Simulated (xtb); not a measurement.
B(F)(H)(SH) (BFH2S), SMILES B(S)F. All values are semi-empirical tight-binding results from xtb (GFN2-xTB unless named), good for trends rather than for accurate numbers. Geometry optimised at GFN2-xTB. The values are those of a single conformer.

```
Item                                                   Value
---------------------------------------------  -------------
point group as xtb finds it                               Cs
orbital gap                                          4.51 eV
zero-point energy                              14.9 kcal/mol
G − E(el) at 298.15 K (modified RRHO)          -1.3 kcal/mol
static polarisability (D4 model)                  36.9 bohr³
solvation energy, GFN2-xTB/ALPB(water)         -2.1 kcal/mol
solvation energy, GFN2-xTB/ALPB(acetonitrile)  -3.7 kcal/mol
```
